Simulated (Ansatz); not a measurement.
C₂H₂Cl₃F₃OTi, SMILES `FC(F)(F)C[O][Ti]([Cl])([Cl])[Cl]`, relaxed with RKS PBE-D4/def2-SVP in the Gaussian-basis code of Ansatz from a rough embedded geometry. The force threshold is 0.03 eV/Å; the program also tests the step.

Charge 0, multiplicity 1.

Start:

```xyz
12

F     0.677    1.568   -2.266
C     0.929    1.575   -0.903
F     2.287    1.862   -0.657
F     0.059    2.555   -0.374
C     0.570    0.235   -0.297
O    -0.769   -0.092   -0.533
Ti   -1.277   -1.437    0.809
Cl   -1.450   -0.453    2.903
Cl    0.357   -3.137    0.908
Cl   -3.318   -2.371    0.267
H     0.744    0.269    0.840
H     1.191   -0.575   -0.697
```

Q: By how much does the energy fall, and how many steps does the optimiser take? (Best estimate.)

A: The calculation gave: 135.51 kJ/mol, in 18 steps, 1 of them rejected.

Q: Which bonds change most? (Best estimate.)

A: Computed: O6–Ti7 from 1.967 to 1.758 Å; Ti7–Cl9 from 2.361 to 2.192 Å; Ti7–Cl8 from 2.320 to 2.189 Å; Ti7–Cl10 from 2.310 to 2.187 Å.

Q: Give the relaxed structure. (Estimate.)

A: The calculation gave: 
```xyz
12

F     0.031    0.888   -2.071
C     0.471    1.359   -0.890
F     1.319    2.383   -1.125
F    -0.593    1.834   -0.206
C     1.196    0.276   -0.086
O     0.345   -0.784    0.213
Ti   -1.160   -1.467    0.811
Cl   -1.517   -0.575    2.777
Cl   -0.950   -3.644    0.967
Cl   -2.785   -0.929   -0.550
H     1.582    0.743    0.847
H     2.059   -0.083   -0.687
```
